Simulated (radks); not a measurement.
Kinetic energies: the exact non-interacting value of the Kohn-Sham orbitals and orbital-free approximations, in hartree. Species: O+ [He] 2s2 2p3; Hg2+ [Xe] 4f14 5d10. All-electron calculation, non-relativistic Kohn-Sham, PBE, spin-polarised, spherical densities, point nucleus. Program: a radial shooting solver on a logarithmic mesh with Libxc functionals. Every spin shell is full or empty, so the densities are truly spherical. Functionals are evaluated on that one density, not self-consistently.

functional           O+     Hg2+
exact           74.3334  18407.5
Thomas-Fermi     67.697    17557
von Weizsacker   58.468   6517.3
TF + vW          126.16    24074
TF + vW/9        74.193    18281
TF + vW/5        79.390    18860
LC94             74.432    18410
revAPBEK         74.944    18440
Perdew 92        74.206    18282
Pearson          72.118    18253
PG1              101.53    20690
DePristo-Kress   73.880    18370
Ernzerhof        75.225    18320
